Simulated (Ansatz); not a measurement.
Consider the ligand exchange at the Si–Se bond: `[SiH3][SiH2][SeH]` + `O[SiH2]S` → `O[SiH2]S[SiH2][SiH3]` + H₂Se.

Calculated with Ansatz (gas phase, PBE0-D4/def2-TZVP geometries, no zero-point term in ΔE). CBS: MP2 limit from def2 TZ/QZ plus the TZ coupled-cluster correction, frozen cores. Functionals use def2-TZVPP. B3LYP here is the variant with VWN-RPA as its local correlation; programs differ in this. For Se outer-core shells are correlated without core-valence functions, which leaves a few kJ/mol of doubt a bond. Scalar relativity is left out up to krypton. Each species was taken in one conformer, which may not be the lowest.

```csv
level,ΔE (eV)
B3LYP-D4,0.01
B2PLYP,0.06
r2SCAN,0.03
MP2/def2-TZVPP,0.01
SCS-MP2/def2-TZVPP,0.03
MP2/def2-QZVPP,0.01
HF/CBS(def2),0.11
CCSD/CBS(def2),0.04
```

(1) What does CCSD(T)/CBS give? (Estimate.)

Largest T1 diagnostic among the species: 0.012.

## Answers

(1) Ansatz gave: +0.02 eV. The listed levels differ from it by -0.01, 0.04, 0.01, -0.01, 0.01, -0.01, 0.09, 0.02 eV.

The D4 term adds −0.09 eV with B3LYP and −0.05 eV with PBE0; it sums over pairs of atoms, weighted by their polarisabilities, and B3LYP, whose exchange is more repulsive, gets the larger term. In def2-TZVPP, CCSD(T) changes the Hartree–Fock value by −0.09 eV (the triples alone add −0.02 eV) and MP2 by −0.10 eV.
